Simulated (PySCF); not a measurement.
F2La, doublet, geometry from GFN2-xTB (such geometries of metal compounds can be far from the true shape) (the multiplicity is a formal guess) (core potentials on La); PySCF with PBE/def2-SVP.

Input for PySCF:
```python
from pyscf import gto, scf, dft

mol = gto.Mole()
mol.atom = '''
    La    0.351199    0.238831    0.074804
    F    -1.586339    0.283622   -1.330704
    F    -0.637918   -1.796216    0.856946
'''
mol.basis = 'def2-svp'
mol.ecp = {'La': 'def2-svp'}
mol.charge = 0
mol.spin = 1
mol.verbose = 4
mol.build()

mf = dft.ROKS(mol)
mf.xc = 'pbe'
mf.kernel()
```

### Question
Write the output that PySCF gives for this input, abridged.

### Answer

```
PySCF version 2.14.0

[INPUT] verbose = 4
[INPUT] num. atoms = 3
[INPUT] num. electrons = 29
[INPUT] charge = 0
[INPUT] spin (= nelec alpha-beta = 2S) = 1
[INPUT] symmetry False subgroup None
[INPUT] Mole.unit = angstrom
[INPUT] Symbol           X                Y                Z      unit          X                Y                Z       unit  Magmom
[INPUT]  1 La     0.351199000000   0.238831000000   0.074804000000 AA    0.663669925221   0.451325180056   0.141359073022 Bohr   0.0
[INPUT]  2 F     -1.586339000000   0.283622000000  -1.330704000000 AA   -2.997746250716   0.535967902901  -2.514666112863 Bohr   0.0
[INPUT]  3 F     -0.637918000000  -1.796216000000   0.856946000000 AA   -1.205490309930  -3.394356300562   1.619393243542 Bohr   0.0

nuclear repulsion = 57.3125821932715
number of shells = 24
number of NR pGTOs = 105
number of NR cGTOs = 60
basis = def2-svp
ecp = {'La': 'def2-svp'}

******** <class 'pyscf.dft.roks.ROKS'> ********
method = ROKS
initial guess = minao
damping factor = 0
level_shift factor = 0
DIIS = <class 'pyscf.scf.diis.CDIIS'>
diis_start_cycle = 1
diis_space = 8
diis_damp = 0
SCF conv_tol = 1e-09
SCF conv_tol_grad = None
SCF max_cycles = 50
direct_scf = True
direct_scf_tol = 1e-13
num. doubly occ = 14  num. singly occ = 1
XC library pyscf.dft.libxc version 7.1.2
    S. Lehtola, C. Steigemann, M. J. T. Oliveira, and M. A. L. Marques,  SoftwareX 7, 1–5 (2018)
XC functionals = pbe
    J. P. Perdew, K. Burke, and M. Ernzerhof,  Phys. Rev. Lett. 77, 3865 (1996)
    J. P. Perdew, K. Burke, and M. Ernzerhof,  Phys. Rev. Lett. 78, 1396 (1997)
    J. P. Perdew, K. Burke, and M. Ernzerhof,  Phys. Rev. Lett. 77, 3865 (1996)
    J. P. Perdew, K. Burke, and M. Ernzerhof,  Phys. Rev. Lett. 78, 1396 (1997)
radial grids:
    Treutler-Ahlrichs [JCP 102, 346 (1995); DOI:10.1063/1.469408] (M4) radial grids

becke partition: Becke, JCP 88, 2547 (1988); DOI:10.1063/1.454033
pruning grids: <function nwchem_prune>
grids dens level: 3
symmetrized grids: False
atomic radii adjust function: <function treutler_atomic_radii_adjust>
small_rho_cutoff = 0
Set gradient conv threshold to 3.16228e-05
tot grids = 53232
init E= -227.697207702879
  HOMO = -0.408264839159006  LUMO = -0.40706650257696  gap/eV = 0.03261
cycle= 1 E= -230.790754115287  delta_E= -3.09  |g|= 0.958  |ddm|= 7.24
  HOMO = -0.02942763021426  LUMO = -0.0156496727806671  gap/eV = 0.37492
cycle= 2 E= -218.113721572323  delta_E= 12.7  |g|=  6.9  |ddm|= 3.43

WARN: HOMO 1.24257089905576 >= LUMO -0.0674227403242007

cycle= 3 E= -229.546393679411  delta_E= -11.4  |g|= 0.521  |ddm|= 4.13
  HOMO = -0.149451987603237  LUMO = -0.120539166963202  gap/eV = 0.78676
cycle= 4 E= -230.215982926915  delta_E= -0.67  |g|= 1.98  |ddm|=  3.3

WARN: HOMO -0.0616482821886589 >= LUMO -0.130032939584044

cycle= 5 E= -230.644623795334  delta_E= -0.429  |g|= 1.18  |ddm|=  1.7
  HOMO = -0.124394973145009  LUMO = -0.0921967328982593  gap/eV = 0.87616
cycle= 6 E= -230.862850257114  delta_E= -0.218  |g|= 0.853  |ddm|= 1.57
  HOMO = -0.128792649022241  LUMO = -0.0996472395335461  gap/eV = 0.79309
cycle= 7 E= -231.005102376964  delta_E= -0.142  |g|= 0.313  |ddm|= 0.365
  HOMO = -0.12447235001207  LUMO = -0.0964228356581742  gap/eV = 0.76327
cycle= 8 E= -231.024665360913  delta_E= -0.0196  |g|= 0.11  |ddm|= 0.123
  HOMO = -0.124549285313368  LUMO = -0.0968994515303231  gap/eV = 0.75239
cycle= 9 E= -231.02681346554  delta_E= -0.00215  |g|= 0.0662  |ddm|= 0.0621
  HOMO = -0.124974239232262  LUMO = -0.097874724889076  gap/eV = 0.73742
cycle= 10 E= -231.027947787115  delta_E= -0.00113  |g|= 0.00879  |ddm|= 0.0709
  HOMO = -0.124760696996987  LUMO = -0.0978504037287762  gap/eV = 0.73227
cycle= 11 E= -231.027968135372  delta_E= -2.03e-05  |g|= 0.00272  |ddm|= 0.00783
  HOMO = -0.12445557141502  LUMO = -0.0975772183474014  gap/eV = 0.73140
cycle= 12 E= -231.027970309341  delta_E= -2.17e-06  |g|= 0.000447  |ddm|= 0.00338
  HOMO = -0.124531949839973  LUMO = -0.0976590307824237  gap/eV = 0.73125
cycle= 13 E= -231.027970390181  delta_E= -8.08e-08  |g|= 0.000175  |ddm|= 0.0012
  HOMO = -0.124515670673905  LUMO = -0.0976441659645833  gap/eV = 0.73121
cycle= 14 E= -231.027970399222  delta_E= -9.04e-09  |g|= 1.06e-05  |ddm|= 0.000219
  HOMO = -0.124514109034727  LUMO = -0.0976428506669346  gap/eV = 0.73120
cycle= 15 E= -231.027970399248  delta_E= -2.66e-11  |g|= 7.01e-06  |ddm|= 2.49e-05
  HOMO = -0.124515604476368  LUMO = -0.097644376884449  gap/eV = 0.73120
Extra cycle  E= -231.027970399124  delta_E= 1.25e-10  |g|= 2.47e-05  |ddm|= 2.93e-05
converged SCF energy = -231.027970399124
```
